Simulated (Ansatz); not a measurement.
The cluster Ca₃Te₂⁻. Total charge -1; doublet. Geometry PBE-D4/def2-SVP, that of the neutral singlet; atoms count from 1.

```xyz
5

Ca   -0.331   -1.634   -1.256
Ca    0.159   -0.287    2.061
Ca    0.172    1.919   -0.804
Te    2.119   -0.273   -0.202
Te   -2.119    0.275    0.201
```

In the def2 sets Te takes a core potential; there is no spin–orbit coupling. The charge -1 doublet is spin-contaminated (final ⟨S²⟩ up to 1.43, 0.75 for a pure state). The structure comes from a short search, and lower isomers may exist.

**Question.** Estimate the Mulliken populations from the PBE0/def2-TZVPD orbitals of Ansatz.

**Answer.** 
```json
{"atom": "Ca1", "charge (e)": "0.24", "spin (α − β)": "0.73"}
{"atom": "Ca2", "charge (e)": "0.29", "spin (α − β)": "-0.51"}
{"atom": "Ca3", "charge (e)": "0.24", "spin (α − β)": "0.73"}
{"atom": "Te4", "charge (e)": "-0.88", "spin (α − β)": "0.02"}
{"atom": "Te5", "charge (e)": "-0.88", "spin (α − β)": "0.02"}
```
Mulliken values and Mayer orders depend strongly on the basis. With diffuse functions, as here, like atoms can get unlike values, and bond orders can come out too low or too high.

**Question.** Where does the spin sit?

**Answer.** Summed by element: Ca 0.95, Te 0.05, of 1 unpaired in all. Largest on single atoms: Ca3 0.73, Ca1 0.73, Ca2 -0.51.

**Question.** And the Mayer bond orders between bonded heavy atoms (over 0.3)?

**Answer.** Ca1–Ca2 0.47 (3.61 Å); Ca1–Ca3 0.62 (3.62 Å); Ca1–Te4 0.52 (2.99 Å); Ca1–Te5 0.52 (2.99 Å); Ca2–Ca3 0.47 (3.62 Å); Ca2–Te4 0.52 (2.99 Å); Ca2–Te5 0.52 (2.99 Å); Ca3–Te4 0.52 (2.99 Å); Ca3–Te5 0.52 (2.99 Å).
